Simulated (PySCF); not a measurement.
# How methods differ on the excitation energy of Ir

Ir [Xe] 4f14 5d7 6s2 (4F) → Ir [Xe] 4f14 5d6 6s2 6p1 (high-spin determinant), as a difference of total energies. Calculation: PySCF 2.14, in aug-cc-pwCVDZ-PP with ECP60MDF; a scalar-relativistic core potential. Correlated levels: valence: 5s2 5p6 frozen; valence and next inner shell: nothing frozen outside the core potential. The calculations carry no spin-orbit coupling.

```json
{"method": "UHF", "excitation energy (eV)": "4.213"}
{"method": "LDA", "excitation energy (eV)": "5.567"}
{"method": "PBE", "excitation energy (eV)": "5.552"}
{"method": "PBE0", "excitation energy (eV)": "5.357"}
{"method": "r2SCAN", "excitation energy (eV)": "5.435"}
{"method": "r2SCANh", "excitation energy (eV)": "5.369"}
{"method": "BHandHLYP", "excitation energy (eV)": "5.295"}
{"method": "BLYP", "excitation energy (eV)": "5.680"}
{"method": "wB97X", "excitation energy (eV)": "5.346"}
{"method": "MP2 (valence)", "excitation energy (eV)": "5.264"}
{"method": "SCS-MP2 (valence)", "excitation energy (eV)": "5.469"}
{"method": "MP2 (valence and next inner shell)", "excitation energy (eV)": "5.032"}
{"method": "SCS-MP2 (valence and next inner shell)", "excitation energy (eV)": "5.130"}
```

Problem. How much does correlation contribute at MP2 (valence and next inner shell)?

Solution. 5.032 − (4.213) = 0.819 eV, measured against UHF.

The determinant of the upper state mixes LS terms, which raises its energy above the lowest term, most at the Hartree-Fock and MP2 levels.
